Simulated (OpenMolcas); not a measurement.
An atom or ion with 71 electrons was computed by SS-RASPT2, IPEA 0.25 Eh, imaginary shift 0.1 Eh with spin-orbit coupling (OpenMolcas, ANO-RCC-VTZP, DKH2). The lowest levels that the run gave, each within 12 % of the measured value where one is at hand:

```tsv
J	Parity	E (cm⁻¹)	g
3/2	even	0.0	0.462
5/2	even	3740	1.035
7/2	even	7120	1.212
9/2	even	9770	1.267
3/2	even	10750	1.373
1/2	even	12450	1.827
7/2	even	16340	0.923
9/2	even	17400	1.052
5/2	even	18090	1.554
1/2	even	19450	1.509
3/2	even	19640	1.259
11/2	even	23880	1.091
```

Problem. Which ion is it, and what are the configurations and terms?

Solution. W³⁺ (Z = 74, charge +3; active space 3 electrons in 9 orbitals (RAS2 5d 6s; RAS3 6p, at most 2 electrons)). J, parity and g give the terms where levels are pure, and mixed ones are named by the computed weights; the size of the splittings, set against known spectra of the 71-electron sequence, gives the charge. In order, with the measured energies in cm⁻¹ (the list in J. Phys. B 45, 035001 (2012)): 5d³ ⁴F_3/2, 5d³ ⁴F_5/2 (3537), 5d³ ⁴F_7/2 (6745), 5d³ ⁴F_9/2 [73 %] (9256), 5d³ ⁴P_3/2 [41 %], 5d³ ⁴P_1/2 [58 %] (11773), 5d³ ²G_7/2 (15261), 5d³ ²H_9/2 [52 %], 5d³ ⁴P_5/2 (17190), 5d³ ²P_1/2 [58 %] (18365), 5d³ ⁴P_3/2 [48 %], 5d³ ²H_11/2 (22223).

Term energies are means over components that CASPT2 splits; among the terms shown or strongly mixed into the levels shown the widest spread is 410 cm-1 (5d³ ⁴F). Some high roots are left out of the spin-orbit mixing, which shifts the levels that they would mix with. Terms from blocks run as CI alone lack orbitals of their own. Measured partners are found by configuration, term and J. A level has none where our copy of the source lacks it or the pairing is in doubt (some pairs that miss far off the trend of their configuration count as doubtful), and it then counts in no deviation. Levels of configurations outside the active space are missing.

A share in square brackets marks a mixed level and gives the weight of the term that names it.
